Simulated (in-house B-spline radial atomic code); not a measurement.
Results of a calculation; reference values are marked as such.
Al in an electron gas of r_s = 3: phase shifts, screening, friction and resistivity

A nucleus sits in a uniform electron gas with a rigid positive background. The Kohn-Sham equations are solved self-consistently in the spin-unpolarised LDA (PW92), non-relativistic, on B-splines with outgoing waves at the boundary and partial waves to l = 8. The model has no lattice, no bands and no magnetic solution. Atomic units; δ_l are the phase shifts at the Fermi level, counted so that each bound state adds π, and good to about 0.0005.

The density parameter is r_s = 3 bohr, near that of the valence electrons of Ag (1 per atom, density 10.5 g/cm³, mass 107.87 u, which gives r_s = 3.02).

| l | δ_l (rad) |
| --- | --- |
| 0 | 7.2349 |
| 1 | 4.2058 |
| 2 | 0.1045 |
| 3 | 0.0062 |
| 4 | 0.0005 |
| 5 | 0.0001 |
| 6 | 0.0001 |
| 7 | 0.0001 |
| 8 | 0.0001 |

Bound levels below the band bottom (hartree): s -54.79, s -3.59, p -2.218, s -0.03909.

(1) Check the Friedel sum rule, and say where the screening charge sits.

(2) Find the transport cross section and the electronic stopping of a 2 keV Al ion (mass 26.98 u).

(3) What residual resistivity would 1 atomic per cent of such centres give in Ag?

(4) On a substitutional site the background of one host ion, a sphere holding 1 charge, is taken out. The phase shifts for l = 0 to 4 become 7.0852, 3.8487, 0.0455, -0.0010, -0.0002. What follows?

Answers

(1) k_F = (9π/4)^(1/3)/r_s = 0.63972. The rule is Z = (2/π) Σ (2l + 1) δ_l. The terms are s 4.606, p 8.032, d 0.333, f 0.028 and 0.006 beyond, in all 13.005 against Z = 13. Bound states hold 6 s, 6 p, 0 d electrons, so the scattering states carry 1.01 in all; where a term is smaller than its bound count, the bound level has drawn weight out of the band.

(2) σ_tr = (4π/k_F²) Σ (l + 1) sin²(δ_l − δ_(l+1)). The terms for l = 0 to 3 are 0.0126, 1.3416, 0.0289, 0.0001, all together 1.3832, so σ_tr = 30.707 × 1.3832 = 42.474 bohr². With n = 3/(4π r_s³) = 0.008842, the friction coefficient is Q = n k_F σ_tr = 0.2402. For v well below v_F = 0.640, dE/dx = Q v; with 24801 eV per u at v = 1, v = √(2000/(24801 × 26.98)) = 0.0547, so dE/dx = 0.01313 hartree/bohr = 6.75 eV/nm. The largest term couples the p and d waves.

(3) Δρ = k_F n_i σ_tr/n in atomic units of 21.74 μΩ·cm. With one host atom per 1 electron, n_i/n = 0.01/1, so Δρ = 0.6397 × 0.01000 × 42.474 × 21.74 = 5.91 μΩ·cm. This is an atom added to the gas, as on an interstitial site.

(4) The Friedel sum is now 12.00, for Z − 1 = 12. The sum in σ_tr is 0.7704, so σ_tr = 23.66 bohr² and Δρ = 3.29 μΩ·cm per atomic per cent, 0.56 times the value above. A real host ion scatters too, so this model doesn't give zero even for the host's own atom.
